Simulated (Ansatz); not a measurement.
Ansatz (a program for electronic structure) input file for Ge(H)(F)(NH2)2 (FGeH5N2), SMILES [GeH]([NH2])([F])[NH2], PBE/def2-SVPD. The structure is a stationary point at PBE0-D3(BJ)/def2-SVP. This is a generated structure with no PubChem entry under its InChIKey; it may be hypothetical. The values are those of a single conformer.

Ansatz 0.2 input:
```yaml
crystal:
  periodic: [false, false, false]
  atoms:
    - {symbol: Ge, position_ang: [-0.05613100, 0.18287957, -0.19533153]}
    - {symbol: N, position_ang: [1.34549399, -0.80414475, -0.75538910]}
    - {symbol: N, position_ang: [-1.34349501, -0.99609159, 0.28855012]}
    - {symbol: F, position_ang: [0.23843809, 1.05648931, 1.29193039]}
    - {symbol: H, position_ang: [-0.34296574, 1.27940353, -1.23299986]}
    - {symbol: H, position_ang: [1.64765730, -1.53707823, -0.12041839]}
    - {symbol: H, position_ang: [2.14671117, -0.30571961, -1.12870147]}
    - {symbol: H, position_ang: [-2.11171020, -0.60741718, 0.82687438]}
    - {symbol: H, position_ang: [-1.70343599, -1.58808406, -0.45364613]}
basis:
  gaussian:
    orbitals: def2-SVPD
hamiltonian:
  xc: {name: PBE}
```

Output:

```
WARN ansatz: RAYON_NUM_THREADS=1 ignored (pool sized by the plan → 1); use --threads N
Functional definition: PBE
integrals: 0.08 GiB planned
1264 factors; their error is unknown
mean field: 0.50 GiB planned
mean field evaluation 1: about -62257.0779 eV, gradient 9.2e1 eV
mean field evaluation 2: about -62196.4978 eV, gradient 1.8e2 eV
mean field evaluation 4: about -62272.6265 eV, gradient 1.0e1 eV
mean field evaluation 8: about -62272.8448 eV, gradient 2.8e-1 eV
mean field evaluation 16: about -62272.7966 eV, gradient 2.9e-4 eV
mean field -62272.79663793 eV, -2288.4830664262 hartree, gradient 3.0e-5 eV, S^2 0.000000; 0 other end points of the search recorded, 0 dependent functions left out
reference -62272.79668150 eV, -2288.4830680274 hartree; 30, 30 occupied and 111, 111 virtual orbitals, 1264 factors
Total energy: -62272.79668150 eV, -2288.4830680274 hartree
```

The run converged.

Cost: about 2.9 core-seconds (a rough figure).
